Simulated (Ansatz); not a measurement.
How methods differ on AsH3 (SMILES [H][As]([H])[H])

AsH3 has 4 atoms, charge 0, and is taken as a singlet. As SMILES, `[H][As]([H])[H]`. Geometry: a GFN2-xTB relaxation, a rough one for these elements and not checked as a minimum.

Each level gives the vertical energy of the triplet above the singlet (eV). The values are calculated.

```json
{"level": "HF/STO-3G", "kind": "Hartree–Fock", "program": "Ansatz", "value (eV)": "8.94", "less FCI/STO-3G": "-0.25", "CPU time (all runs)": "0.4 s"}
{"level": "PBE/STO-3G", "kind": "GGA", "program": "Ansatz", "value (eV)": "9.02", "less FCI/STO-3G": "-0.17", "CPU time (all runs)": "6.7 s"}
{"level": "r2SCAN/STO-3G", "kind": "meta-GGA", "program": "Ansatz", "value (eV)": "9.05", "less FCI/STO-3G": "-0.14", "CPU time (all runs)": "21 s"}
{"level": "BHLYP/STO-3G", "kind": "global hybrid", "program": "Ansatz", "value (eV)": "9.16", "less FCI/STO-3G": "-0.03", "CPU time (all runs)": "5.2 s"}
{"level": "r2SCAN0/STO-3G", "kind": "hybrid meta-GGA", "program": "Ansatz", "value (eV)": "9.04", "less FCI/STO-3G": "-0.15", "CPU time (all runs)": "15 s"}
{"level": "wB97X/STO-3G", "kind": "range-separated hybrid", "program": "Ansatz", "value (eV)": "9.17", "less FCI/STO-3G": "-0.02", "CPU time (all runs)": "46 s"}
{"level": "B2PLYP/STO-3G", "kind": "double hybrid", "program": "Ansatz", "value (eV)": "9.17", "less FCI/STO-3G": "-0.02", "CPU time (all runs)": "5.4 s"}
{"level": "CCSD(T)/STO-3G", "kind": "coupled cluster or CI", "program": "Ansatz", "value (eV)": "9.22", "less FCI/STO-3G": "+0.03", "CPU time (all runs)": "0.57 s"}
{"level": "CCSDTQ/STO-3G", "kind": "coupled cluster or CI", "program": "Ansatz", "value (eV)": "9.19", "less FCI/STO-3G": "0.00", "CPU time (all runs)": "92 s"}
{"level": "FCI/STO-3G", "kind": "exact in the basis", "program": "Ansatz", "value (eV)": "9.19", "less FCI/STO-3G": "0.00", "CPU time (all runs)": "0.8 s"}
```

FCI/STO-3G is exact within its basis and frozen core, so for wave-function methods in that basis the difference is their error; functionals converge differently with the basis, so for them it is only a difference. All-electron rows without a relativistic Hamiltonian named are non-relativistic. The values span 8.94 to 9.22 eV. A triplet this far above the singlet is often a Rydberg-like or dissociative state; sets without diffuse functions put Rydberg states too high. All rows use very small basis sets, so even the best lies far from the true value. In the correlated wave-function rows the outer d shell of As is correlated, in sets not made for it. CPU times are rough (shared hosts, several kinds of processor): they show what a rung costs within a factor of a few.
